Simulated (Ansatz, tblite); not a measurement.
Removing and adding an electron: `CCCCCCCCCC[S][Au]`. Total charge 0; singlet. Geometry: PBE-D4/def2-SVP. Ansatz, gas phase; energy differences of separate SCF runs; the oxidised species was run as a doublet alone; the reduced species was run as a doublet alone.

Cartesian coordinates in Å:
```
C -4.7519 -1.8637 -2.6408
C -3.8745 -1.4864 -1.4452
C -2.5546 -0.8159 -1.8416
C -1.6706 -0.4330 -0.6511
C -0.3510 0.2377 -1.0451
C 0.5301 0.6115 0.1509
C 1.8637 1.2582 -0.2423
C 2.7298 1.7130 0.9419
C 3.1948 0.5689 1.8518
C 4.0574 1.0435 3.0197
S 4.6910 -0.2749 4.1256
Au 2.7881 -1.2470 4.9044
H -5.6981 -2.3461 -2.3217
H -5.0189 -0.9696 -3.2429
H -4.2279 -2.5707 -3.3182
H -4.4382 -0.8075 -0.7663
H -3.6540 -2.3950 -0.8408
H -1.9865 -1.4944 -2.5187
H -2.7717 0.0940 -2.4470
H -2.2392 0.2439 0.0270
H -1.4528 -1.3436 -0.0471
H -0.5653 1.1503 -1.6471
H 0.2177 -0.4392 -1.7229
H 0.7162 -0.3030 0.7566
H -0.0305 1.3046 0.8197
H 1.6589 2.1352 -0.8954
H 2.4452 0.5453 -0.8704
H 2.1611 2.4551 1.5478
H 3.6192 2.2571 0.5538
H 2.3158 0.0335 2.2750
H 3.7573 -0.1883 1.2632
H 5.0020 1.5060 2.6498
H 3.5374 1.8206 3.6175
```

In the def2 sets Au takes a core potential; there is no spin–orbit coupling. The xTB rows come from tblite. HOMO above LUMO, or a gap near zero within one spin, warns that the state may not be the lowest or that an electron is smeared out.

```
           level  −HOMO (eV)  vertical IE (eV)  −LUMO (eV)  vertical EA (eV)  HOMO–LUMO gap (eV)  IE − EA (eV)                                                                   remarks
        GFN1-xTB       10.82             13.56        8.65              4.94                2.17          8.62                                                                         –
        GFN2-xTB        9.46             12.27        6.68              3.37                2.78          8.89                                                                         –
 PBE-D4/def2-SVP        5.11              7.90        3.66              1.14                1.45          6.76  HOMO above zero (-1 doublet), gap within one spin near zero (+1 doublet)
PBE0-D4/def2-SVP        6.22              8.17        2.85              1.17                3.37          7.00                                              HOMO above zero (-1 doublet)
```

Relaxing the oxidised species (PBE-D4/def2-SVP) changes its energy by -0.08 eV at PBE-D4/def2-SVP, so the adiabatic ionisation energy to this nearest minimum is 7.83 eV. At PBE0-D4/def2-SVP it is 8.16 eV. The gap within one spin of the relaxed charge 1 doublet nearly closes, so an electron or hole may be smeared out by delocalisation error.     A HOMO above zero means that the electron is unbound at that level or that self-interaction error raises the level; the energy of removing that electron tells which. Raw xTB energy differences between charge states are shifted by several eV; the methods need an empirical correction for them. Sets without diffuse functions give affinities that are too small.
